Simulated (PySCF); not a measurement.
C₄H₇BF₂, SMILES CB(F)/C=C(/C)F.

Geometry optimised at B3LYP-D3(BJ)/def2-SVP. The structure was generated by enumeration; whether it is a known compound was not checked. One conformer was computed; it need not be the lowest.

Vertical ionisation energy (IE) and electron affinity (EA) in eV. Rows of orbital energies are one-electron estimates. Where ΔSCF, EOM or ADC give a negative EA the extra electron is unbound and the value depends on the basis.

```
level                                           IE    EA
--------------------------------------------  ----  ----
−ε(HOMO), −ε(LUMO), r2SCAN/def2-TZVP (PySCF)  6.73  1.92
−ε(HOMO), −ε(LUMO), PBE/def2-TZVP (PySCF)     6.51  2.14
```
